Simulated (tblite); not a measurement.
C₅H₄N, charge -1, singlet, at a GFN2-xTB geometry; GFN1-xTB (tblite 0.6.0).

Input for tblite:
```
$ tblite run mol.xyz --method gfn1 --charge -1 --spin 0 --json tblite.json --no-restart

# file mol.xyz
10

N     -0.01597523    -0.02962172     1.38373483
C      0.01557545    -0.06582818    -1.36989980
C     -0.00521036     1.10543325     0.69612625
C     -0.01054599    -1.15662589     0.66382466
C      0.00511221    -1.33380566    -0.73772362
C      0.01077742     1.14303371    -0.68694833
H      0.02830252    -0.02508551    -2.46852276
H     -0.00972220     2.02524692     1.29071120
H     -0.02017221    -2.05150868     1.30507188
H      0.01916619     2.10545597    -1.20567905
```

Output, abridged:

```
xTB calculator
 | screened Coulomb repulsion
 | Coulomb electrostatics
 |  * isotropic Klopman-Ohno-Mataga-Nishimoto electrostatics
 |  * onsite third-order electrostatics
 | DFT-D3(BJ) dispersion correction

halogen bonding energy    0.0000000000000E+00 Eh
repulsion energy          2.3290734254920E-01 Eh
dispersion energy        -3.7786399187781E-03 Eh
number of electrons       3.0000000000000E+01 e
integral cutoff           1.9731147476801E+01 bohr

------------------------------------------------------------
  cycle        total energy    energy error   density error
------------------------------------------------------------
      1     -15.92712710480  -1.6156256E+01   7.3970780E-01
      2     -16.02734291198  -1.0021581E-01   4.2031655E-01
      3     -16.02627401545   1.0688965E-03   1.4762829E-01
      4     -16.02893768641  -2.6636710E-03   2.3327787E-02
      5     -16.03020133079  -1.2636444E-03   1.8751010E-03
      6     -16.03020522128  -3.8904963E-06   5.2066900E-04
      7     -16.03020558073  -3.5944553E-07   8.7634605E-05
      8     -16.03020559348  -1.2752253E-08   1.9959349E-05
------------------------------------------------------------

electronic energy        -1.6259334296111E+01 Eh
total energy             -1.6030205593480E+01 Eh

Post processing:
 | Mayer-Wiberg bond orders

[Info] JSON dump of results written to 'tblite.json'
```
